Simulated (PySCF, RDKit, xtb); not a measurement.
Pair of molecules: CH4O (SMILES CO) (first 6 atoms) with GeH4 (SMILES [GeH4]); geometry from B3LYP-D3(BJ)/def2-TZVP, rigid monomers moved along the line of their centres of mass till O2···Ge7 is 3.67 Å.
(charge 0, multiplicity 1):
```csv
atom,x (Å),y (Å),z (Å)
C,0.3585,0.1630,-0.0492
O,0.3032,-1.0143,0.7466
H,0.2373,-0.0577,-1.1147
H,1.3442,0.5990,0.1044
H,-0.3957,0.8976,0.2523
H,-0.5602,-1.4244,0.6342
Ge,-0.1499,0.1500,4.1934
H,0.0450,-1.3664,4.3034
H,-1.3848,0.4653,3.3343
H,1.0920,0.8168,3.5903
H,-0.3891,0.7261,5.6033
```

Monomers are frozen at their geometry in the pair; levels with a basis set take the counterpoise correction. Rows marked so take none. RDKit's UFF carries no charges.

Rows in 6-31G* carry no dispersion term and start afresh at each structure (6-31G* with six Cartesian d functions); the Pople sets are all-electron and without relativity.

Run with PySCF for 6-31G* rows; RDKit for the force fields; xtb for the GFN methods. Values without a source in brackets are computed.

Task: One of these levels gives -0.32 kcal/mol for the interaction energy. Which one is it?
(A) GFN2-xTB
(B) UFF
(C) HF/6-31G*
(D) HF/6-31G* (no counterpoise)

Result: C, HF/6-31G*. The others give -1.00 (UFF), -2.84 (GFN2-xTB), -1.39 (HF/6-31G* (no counterpoise))
